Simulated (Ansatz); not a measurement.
Consider the redistribution: `B[SiH](F)[SiH2]N` + `[CH3][GaH][SH]` → `[BH2][GaH][CH3]` + `N[SiH2][SiH](F)S`.

Program: Ansatz. Geometries: PBE0-D4/def2-TZVP. ΔE: electronic, gas phase. CCSD(T)/CBS adds triple-zeta CCSD(T) − MP2 to the extrapolated MP2 energy (def2 sets, frozen cores). DFT in def2-TZVPP. For Ga outer-core shells are correlated without core-valence functions, which leaves a few kJ/mol of doubt a bond. Scalar relativity is left out up to krypton. Each species was taken in one conformer, which may not be the lowest.

| level | ΔE (kJ/mol) | difference from CCSD(T)/CBS |
| --- | --- | --- |
| PBE-D4 | 30.5 | 1.1 |
| ωB97X-V | 30.2 | 0.8 |
| B2PLYP | 33.5 | 4.1 |
| PBE | 32.6 | 3.2 |
| r2SCAN | 33.4 | 4.0 |
| CCSD(T)/def2-TZVPP | 31.8 | 2.4 |
| HF/def2-QZVPP | 43.1 | 13.7 |
| HF/CBS(def2) | 43.1 | 13.7 |
| MP2/CBS(def2) | 26.3 | -3.1 |
| CCSD/CBS(def2) | 30.5 | 1.1 |
| CCSD(T)/CBS | 29.4 | 0 |

Largest T1 diagnostic among the species: 0.013.

In def2-TZVPP, CCSD(T) changes the Hartree–Fock value by −11.2 kJ/mol (the triples alone add −1.1 kJ/mol) and MP2 by −14.3 kJ/mol. The D4 term adds −3.6 kJ/mol with B3LYP and −1.8 kJ/mol with PBE0; it sums over pairs of atoms, weighted by their polarisabilities, and B3LYP, whose exchange is more repulsive, gets the larger term.

B3LYP here is the variant with VWN-RPA as its local correlation; programs differ in this.
